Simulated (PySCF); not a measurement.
These are PBE0-D4/def2-TZVP run with PySCF 2.14.0 values and carry that method's errors. Isolated molecules, 0 K electronic values unless said otherwise. 

Reference species (SMILES): `[CH3][InH2]` (neutral, multiplicity 1).

HOMO–LUMO gap: 6.02 eV
HOMO: -7.56 eV

Changed species: `[InH3]` (0 of 3 H replaced by CH3; the reference has 1 of 3 H replaced by CH3).

**Question.** Predict the effect on the HOMO–LUMO gap and HOMO.

**Answer.** the HOMO–LUMO gap rises by 0.26 eV, to 6.28 eV; the HOMO falls by 0.61 eV, to -8.17 eV.
